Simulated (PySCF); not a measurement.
Calculation: PySCF with TPSSh-D3(BJ)/def2-TZVP // BP86-D3(BJ)/def2-SVP. Isolated molecules, 0 K electronic values unless said otherwise. One relaxed conformer stands for a flexible species; it need not be the lowest. 

Reference species: [Ta(Cl)5] (neutral, multiplicity 1).

HOMO–LUMO gap: 4.27 eV
HOMO: -8.51 eV
charge on the central atom (Mulliken): 1.20 e
LUMO: -4.24 eV

Changed species: [Ta(Cl)3(OH)2] (2 of 5 Cl replaced by OH; the reference has 0 of 5 Cl replaced by OH).

Give the shifts of the HOMO–LUMO gap, HOMO, charge on the central atom (Mulliken) and LUMO.

the HOMO–LUMO gap goes up by 0.74 eV, to 5.01 eV; the HOMO goes up by 0.42 eV, to -8.09 eV; the charge on the central atom (Mulliken) goes up by 0.17 e, to 1.37 e; the LUMO goes up by 1.16 eV, to -3.08 eV.
